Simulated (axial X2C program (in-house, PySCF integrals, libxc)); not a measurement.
Spin–orbit effects down a group: molecules with Li (ions), PBE0

Computed with an in-house relativistic program for diatomic molecules, spin-free (one-electron X2C) or two-component (2c: spin–orbit coupling with atomic mean-field Coulomb and Gaunt terms, which also bring small scalar terms), in Dyall basis sets with cores contracted in-house; open shells are unrestricted.

Basis sets: Cr dyall-cv3z, Li dyall-cv3z, Mo dyall-cv3z, W dyall-cv3z.

| molecule | spin-free state | Re (Å) | ωe (cm⁻¹) | De (eV) | 2c state | Re 2c (Å) | ωe 2c (cm⁻¹) | De 2c (eV) |
| --- | --- | --- | --- | --- | --- | --- | --- | --- |
| LiCr⁺ | M_S = 3, Λ = 0 | 2.906 | 216.4 | 0.85 | Ω = 3 | 2.907 | 216.3 | 0.85 |
| LiMo⁺ | M_S = 3, Λ = 0 | 2.955 | 221.1 | 0.84 | Ω = 3 | 2.955 | 220.9 | 0.84 |
| LiW⁺ | M_S = 3, Λ = 0 | 2.839 | 240.0 | n/a | Ω = 3 | 2.837 | 240.6 | n/a |

**Question.** Work out the shifts from the spin-free to the two-component result.

**Answer.** 

| molecule | 2c state | ΔRe (Å) | Δωe (cm⁻¹) | ΔDe (eV) |
| --- | --- | --- | --- | --- |
| LiCr⁺ | Ω = 3 | 0.001 | -0.1 | 0.00 |
| LiMo⁺ | Ω = 3 | 0.000 | -0.2 | 0.00 |
| LiW⁺ | Ω = 3 | -0.002 | 0.6 | n/a |

Shifts of one unit in the last digit are rounding.

Fragments in 2c: Cr + Li+, Mo + Li+, W + Li+. Each entry is the lowest single determinant of a limited PBE0 search at one distance. De goes to single-determinant-based atoms at the same level (for ions the charge split of lowest energy) and is withheld (n/a) where an atom does not fit its ground term or J level. Main or longest-lived isotopes. One determinant is a doubtful description, or other states lie close, for LiCr⁺, LiMo⁺, LiW⁺; these need not be ground states, and all values refer to the states named. Some open-shell Ω = 0 determinants are out of reach, so the Ω given for LiCr⁺, LiMo⁺, LiW⁺ need not be the lowest component. With several unpaired electrons the Ω given is that of one determinant, not necessarily of the lowest component. The functionals have no current term, which raises determinants with orbital currents.
